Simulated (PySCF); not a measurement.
## Ar³⁺ (argon, charge +3) across methods

[Ne] 3s2 3p3, high-spin 4S determinant. Calculation: PySCF 2.14, in aug-cc-pV(D+d)Z; the non-relativistic Hamiltonian (point nucleus).

```tsv
method	E (hartree)	mean ε 3s α (eV)	mean ε 3s β (eV)	mean ε 3p α (eV)	Σ⟨r²⟩ (bohr²)	⟨S²⟩
wB97X	-524.4376	-73.066	-66.917	-56.247	12.01	3.751
LDA	-522.8024	-66.874	-62.681	-51.585	12.09	3.750
UHF	-523.84667	-79.862	-67.438	-59.234	12.14	3.751
BLYP	-524.4423	-66.817	-62.588	-51.376	12.08	3.750
r2SCAN	-524.4021	-68.703	-62.369	-52.418	12.07	3.750
M06-2X	-524.4223	-72.778	-66.069	-55.368	12.08	3.751
PBE	-524.2321	-67.149	-62.430	-51.679	12.07	3.750
PBE0	-524.2767	-70.562	-64.127	-53.789	12.07	3.750
```

Question: Estimate the same row for r2SCANh.

Answer: E (hartree) = -524.4033; mean ε 3s α (eV) = -69.869; mean ε 3s β (eV) = -63.028; mean ε 3p α (eV) = -53.170; Σ⟨r²⟩ (bohr²) = 12.07; ⟨S²⟩ = 3.750.
